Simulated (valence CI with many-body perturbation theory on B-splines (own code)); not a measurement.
**Level structure of Bi68+**

Computed by valence CI with perturbative core correlation (CI+MBPT): five valence electrons over a frozen Dirac-Fock core [Ne], a basis of 9 s, 9 p, 8 d, 6 f, 3 g, 1 h functions for each j, with the one-electron correlation potential Σ1 (screened to all orders), the two-electron term Σ2, the three-electron term Σ3, Breit, model QED; selected single and double excitations, second order for the rest (own B-spline code, finite nucleus).

The last digits are not significant, and no measured levels were compared; by estimate large intervals hold to a few tenths of a per cent, small ones and those within an open d or f shell to about a per cent. Among the levels kept, up to 610 cm⁻¹ of a level comes from second order outside the variational space, and about a tenth of that is noise between levels of different J, which matters for small intervals.

Levels 46 to 51 of 51, with energies above the lowest level, (3s^2 3p1/2^2 3p3/2) J=3/2. "Leading %" is the weight of the configuration and term that name the level; weights of strongly mixed levels are sums over their largest components and can fall short. In the jj column 3d3/2^4 stands for four electrons in 3d with j = 3/2. Lifetimes count E1, E2, E3, M1 and M2 decay at the calculated energies, and are blank where another channel may lead or the interval is too uncertain; long ones can be off by a factor of two.

| No. | Configuration | Term | J | E (eV) | Leading % | Leading jj | Lifetime |
| --- | --- | --- | --- | --- | --- | --- | --- |
| 46 | 3s²3p3d² | ⁴D° | 3/2 | 1302.4 | 42 | 3s^2 3p1/2 3d3/2 3d5/2 (96 %) | 1.24 ps |
| 47 | 3s²3p3d² | ⁴P° | 1/2 | 1305.6 | 47 | 3s^2 3p1/2 3d3/2 3d5/2 (97 %) | 1.39 ps |
| 48 | 3s²3p3d² | ²H° | 9/2 | 1306.4 | 53 | 3s^2 3p1/2 3d3/2 3d5/2 (99 %) | 1.88 ps |
| 49 | 3s²3p3d² | ⁴D° | 5/2 | 1346.2 | 23 | 3s^2 3p1/2 3d3/2 3d5/2 (79 %) | 74.7 fs |
| 50 | 3s²3p3d² | ²F° | 7/2 | 1349.9 | 41 | 3s^2 3p1/2 3d3/2 3d5/2 (86 %) | 91.4 fs |
| 51 | 3s3p²3d² | ⁴F | 3/2 | 1352.3 | 43 | 3s 3p1/2^2 3d3/2^2 (98 %) | 9.38 ps |
